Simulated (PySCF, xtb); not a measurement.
C4H4, SMILES C12C3C1C23.

Harmonic wavenumbers (cm⁻¹) from GFN2-xTB run with xtb 6.7.1 at its own minimum, in rising order: 770, 771, 786, 787, 787, 807, 808, 808, 934, 935, 1191, 1191, 1191, 1582, 3291, 3292, 3293, 3317.

Question: What does PBE0-D3(BJ)/def2-SVP run with PySCF give at its own minimum? (Estimate from the structure and the level; the computed values follow.)

Answer: 609, 609, 790, 790, 790, 889, 889, 920, 920, 920, 1207, 1207, 1207, 1518, 3363, 3363, 3363, 3402. Paired by order, the mean absolute difference is 58 cm⁻¹ and the zero-point energies are 37.9 and 38.2 kcal/mol.
